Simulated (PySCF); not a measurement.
Compound: C7H7N.
Geometry (GFN2-xTB, Å), atoms numbered from 1 in this order:
```
atom  x, y, z in Å
N1    -1.4522    2.7084   -1.2484
C2    -0.9375    1.7642   -0.8535
C3    -0.3077    0.5994   -0.3425
C4     1.2304    0.4578   -0.3315
C5     1.0224   -0.4582    0.8573
C6    -0.2410   -1.2587    0.5898
C7    -0.7759   -0.8134   -0.7559
C8    -0.3254    0.1291    1.1507
H9     1.7312    1.3840   -0.0560
H10    1.6845    0.0432   -1.2319
H11    1.7746   -0.7818    1.5562
H12   -0.4501   -2.1911    1.0855
H13   -0.3228   -1.2288   -1.6565
H14   -1.8600   -0.8911   -0.8154
H15   -0.7749    0.5450    2.0301
```

Vertical excitations from PySCF (density fitting, frozen core in the response, grid level 2 and gas phase unless stated; continuum runs use non-equilibrium linear response for the excitations) on a GFN2-xTB geometry. Reference run:

| settings | S1, eV (f) | S2, eV (f) | S3, eV (f) | S4, eV (f) | S5, eV (f) | S6, eV (f) | T1, eV (Tamm–Dancoff) | mean α (au) |
| --- | --- | --- | --- | --- | --- | --- | --- | --- |
| PBE0/def2-SVPD, full TDDFT, 8 singlets | 6.77 (0.001) | 7.19 (0.000) | 7.38 (0.011) | 7.47 (0.000) | 7.60 (0.020) | 7.64 (0.002) | 6.09 | 74.7 |

**Question.** What do these settings give: (1) KT2/def2-SVPD, grid level 1, full TDDFT, 25 singlets; (2) PBE0/IGLO-II, full TDDFT, 12 singlets; (3) PW91/def2-SVPD, full TDDFT, 25 singlets?

**Answer.** 
```json
{"settings": "KT2/def2-SVPD, grid level 1, full TDDFT, 25 singlets", "S1, eV (f)": "5.98 (0.001)", "S2, eV (f)": "6.32 (0.001)", "S3, eV (f)": "6.63 (0.012)", "S4, eV (f)": "6.72 (0.015)", "S5, eV (f)": "6.87 (0.001)", "S6, eV (f)": "6.97 (0.001)", "T1, eV (Tamm–Dancoff)": "–", "mean α (au)": "78.5"}
{"settings": "PBE0/IGLO-II, full TDDFT, 12 singlets", "S1, eV (f)": "6.81 (0.001)", "S2, eV (f)": "7.26 (0.000)", "S3, eV (f)": "7.50 (0.001)", "S4, eV (f)": "7.66 (0.021)", "S5, eV (f)": "7.68 (0.004)", "S6, eV (f)": "7.92 (0.005)", "T1, eV (Tamm–Dancoff)": "–", "mean α (au)": "70.9"}
{"settings": "PW91/def2-SVPD, full TDDFT, 25 singlets", "S1, eV (f)": "5.99 (0.001)", "S2, eV (f)": "6.31 (0.001)", "S3, eV (f)": "6.53 (0.009)", "S4, eV (f)": "6.63 (0.009)", "S5, eV (f)": "6.86 (0.000)", "S6, eV (f)": "6.95 (0.010)", "T1, eV (Tamm–Dancoff)": "5.77", "mean α (au)": "77.1"}
```

(1) S1 moves by -0.79 eV (KT2 has no exact exchange, PBE0 25 % exact exchange). (2) S1 moves by +0.04 eV. (3) S1 moves by -0.78 eV (PW91 has no exact exchange, PBE0 25 % exact exchange). States are counted by energy in each run and needn't keep their character from row to row.

KT2 was designed for NMR shieldings or shifts; total energies of different functionals aren't comparable.

**Question.** Give the leading configurations of S1 (H = HOMO, L = LUMO) and the HOMO–LUMO gap of each run.

**Answer.** 
```
                                            settings  S1 configurations (weight)  S1 (eV)  orbital gap (eV)  S1 − gap (eV)
              PBE0/def2-SVPD, full TDDFT, 8 singlets                    H→L 0.89     6.77              8.18          -1.41
KT2/def2-SVPD, grid level 1, full TDDFT, 25 singlets                    H→L 1.00     5.98              5.90          +0.08
               PBE0/IGLO-II, full TDDFT, 12 singlets                    H→L 0.91     6.81              8.26          -1.45
             PW91/def2-SVPD, full TDDFT, 25 singlets                    H→L 0.99     5.99              5.91          +0.08
```

Where S1 or the frontier orbitals are degenerate, the weights hang on an arbitrary mixing within the set.

